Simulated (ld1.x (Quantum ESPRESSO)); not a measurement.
**How hard is this antimony PAW potential?**

- Element: antimony
- Generator: ld1.x (Quantum ESPRESSO) 7.5
- Type: PAW
- Functional: PBE
- Relativity: scalar-relativistic
- Frozen core: [Kr]
- Valence charge: 15
- Reference configuration: 4d10 5s2 5p1 (charge +2)
- Partial waves: 5s (bound): rcut 1.40, rcutus 1.75 bohr; 5s channel at -1.8 Ry: rcut 1.40, rcutus 1.75 bohr; 5p (bound): rcut 1.65, rcutus 2.15 bohr; 5p channel at 1.65 Ry: rcut 1.65, rcutus 2.15 bohr; 4d (bound): rcut 0.90, rcutus 1.00 bohr; 4d channel at -2.75 Ry: rcut 0.90, rcutus 1.00 bohr
- Local potential: all-electron potential smoothed inside 1.80 bohr (lloc = -2)
- Core correction: Bessel-smoothed model core, default radius (core density twice the valence density)
- Augmentation charge: PSQ, inside the norm-conserving radii

The pseudo-atom Hamiltonian at the reference potential is diagonalised in spherical Bessel functions j_l(qr) that vanish at 20 bohr, with q² up to the cutoff. All-electron valence levels (Ry): 5s -2.1620, 5p -1.4759, 4d -3.8115.

Task: How do the lowest levels (Ry) of each channel move with the cutoff, and are there ghosts?

Result:

```tsv
cutoff (Ry)	s #1	p #1	d #1	f #1	f #2	Σ f·Δε (mRy)
8	-2.1414	-1.4755	-1.2160	-0.3278	-0.1815	25999.0
21	-2.1615	-1.4759	-2.1637	-0.3296	-0.1827	16480.4
45	-2.1620	-1.4759	-3.2993	-0.3296	-0.1827	5124.0
90	-2.1621	-1.4760	-3.8026	-0.3296	-0.1827	91.1
160	-2.1621	-1.4760	-3.8112	-0.3296	-0.1827	5.1
300	-2.1621	-1.4760	-3.8117	-0.3296	-0.1827	0.1
400	-2.1621	-1.4760	-3.8117	-0.3296	-0.1827	0.0
```

Result: no extra level below or beside the all-electron valence levels (s, p, d, f tested); 10 mRy is reached at 120 Ry and 1 mRy at 230 Ry.
